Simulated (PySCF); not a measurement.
CH4O3, SMILES OC(O)O.

The structure is a stationary point at r2SCAN-D4/def2-SVP. One conformer was computed; it need not be the lowest.

The numbers are results of PySCF 2.14.0 with TDA-PBE0/def2-SVPD, not measurements.

Vertical excitations. The molecule is in vacuum. State labels are in the subgroup Cs.

```csv
state,symmetry,energy (eV),λ (nm),f,main pairs
S1,A",7.64,162,0.025,HOMO→LUMO 93 %
S2,A',7.78,159,0.031,HOMO−1→LUMO 89 %
S3,A",8.36,148,0.015,"HOMO→LUMO+2 41 %, HOMO−1→LUMO+1 41 %, HOMO−2→LUMO 14 %"
S4,A',8.50,146,0.002,HOMO→LUMO+1 85 %
S5,A",8.51,146,0.010,"HOMO→LUMO+2 54 %, HOMO−1→LUMO+1 39 %"
S6,A',8.81,141,0.107,HOMO−1→LUMO+2 92 %
S7,A",9.09,136,0.001,"HOMO−2→LUMO 79 %, HOMO−1→LUMO+1 14 %"
S8,A',9.23,134,0.043,HOMO−3→LUMO 96 %
S9,A",9.44,131,0.003,HOMO→LUMO+3 91 %
S10,A',9.59,129,0.082,"HOMO−1→LUMO+3 79 %, HOMO−2→LUMO+1 15 %"
T1,A",7.38,168,0,HOMO→LUMO 87 %
T2,A',7.45,166,0,HOMO−1→LUMO 82 %
T3,A",8.00,155,0,"HOMO−1→LUMO+1 36 %, HOMO→LUMO+2 36 %, HOMO−2→LUMO 17 %"
T4,A',8.20,151,0,"HOMO→LUMO+1 79 %, HOMO−1→LUMO 12 %"
```
Triplets are in the Tamm–Dancoff approximation.
